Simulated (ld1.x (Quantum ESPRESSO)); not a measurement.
**Reading a pseudo-wave (platinum)**

Columns: radius, all-electron u(r) and pseudo u(r) of the 5s shell (level -101.82 eV) of platinum in the configuration [Kr] 4d10 4f14 5s2 5p6 5d9 6s1 6p0; PBE, scalar-relativistic, RRKJ scheme, ld1.x (Quantum ESPRESSO) 7.5.

```csv
r (bohr),all-electron,pseudo
0.095,0.1870,0.0522
0.190,0.1894,0.1157
0.285,-0.5775,0.2035
0.380,-0.5899,0.3308
0.475,-0.0854,0.5099
0.570,0.4872,0.7367
0.665,0.9131,0.9740
0.760,1.1495,1.1552
0.855,1.2280,1.2280
0.950,1.1967,1.1967
1.045,1.1005,1.1005
1.140,0.9728,0.9728
1.235,0.8359,0.8359
1.330,0.7036,0.7036
1.425,0.5830,0.5830
1.520,0.4773,0.4773
1.615,0.3871,0.3871
1.710,0.3117,0.3117
1.805,0.2495,0.2495
1.900,0.1987,0.1987
1.995,0.1576,0.1576
2.090,0.1246,0.1246
2.185,0.0983,0.0983
2.280,0.0773,0.0773
2.375,0.0607,0.0607
2.470,0.0476,0.0476
```

(1) How many radial nodes do the two functions have?

(2) At about which radius was the pseudo-wave matched?

(3) Is the pseudo-wave norm-conserving?

Results:

(1) The all-electron 5s function has n − l − 1 = 4 (the table is too coarse to show those close to the nucleus); the pseudo-wave has 0, since the states of the same l below it are removed with the core.

(2) 0.90 bohr, where the columns begin to agree (steps of 0.10 bohr).

(3) Yes: the RRKJ scheme keeps the norm inside the radius equal to the all-electron one, which fixes the energy derivative of the logarithmic derivative at the level.
